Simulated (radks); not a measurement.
Correlation energies from several functionals, in hartree. Species: V19+ [He] 2s2; Ag [Kr] 4d10 5s1. Method: non-relativistic Kohn-Sham, LDA (Slater exchange, Perdew-Wang correlation), spin-polarised, spherical densities, point nucleus; computed with a radial shooting solver on a logarithmic mesh with Libxc functionals. Every spin shell is full or empty, so the densities are truly spherical. Functionals are evaluated on that one density, not self-consistently.

functional       V19+       Ag
PW92         -0.43035  -4.4411
PZ           -0.43060  -4.4386
Wigner       -0.21917  -2.4924
Chachiyo     -0.42577  -4.3808
PBE          -0.11008  -2.4714
LYP          -0.13930  -2.3654
P86          -0.22935  -2.8005
PW91         -0.14111  -2.6694
AM05         -0.37776  -4.1324
TPSS         -0.11230  -2.4723
revTPSS      -0.11574  -2.5033
SCAN         -0.11725  -2.4770
r2SCAN       -0.11770  -2.4910
B95          -0.18735  -2.9947
Tao-Mo      -0.088554  -2.3852
